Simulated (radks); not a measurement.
Q: These are the eigenvalues of the occupied orbitals of an atom or ion with whole-number occupations (eV). Calculated with a radial shooting solver on a logarithmic mesh with Libxc functionals: non-relativistic Kohn-Sham, PBE, spin-polarised, spherical densities, point nucleus.

| orbital | eigenvalue |
|---|---|
| 1s up | -29428.42 |
| 1s down | -29415.30 |
| 2s up | -6886.178 |
| 2s down | -6862.964 |
| 2p up | -6763.122 |

Which element is it, and in what charge state? The configuration may be excited. Open shells, if any, are filled with parallel spins first.

A: Z = 48, cadmium, charge +43: Cd43+ in [He] 2s2 2p1. The list shows which subshells hold electrons but not how many an open one holds; the 1s level, -1081.5 hartree, gives Z - s = 46.5 by -(Z - s)^2/2, which with screening narrows Z to a few neighbours, and the depths of the outer levels then fix element, charge and occupations together.
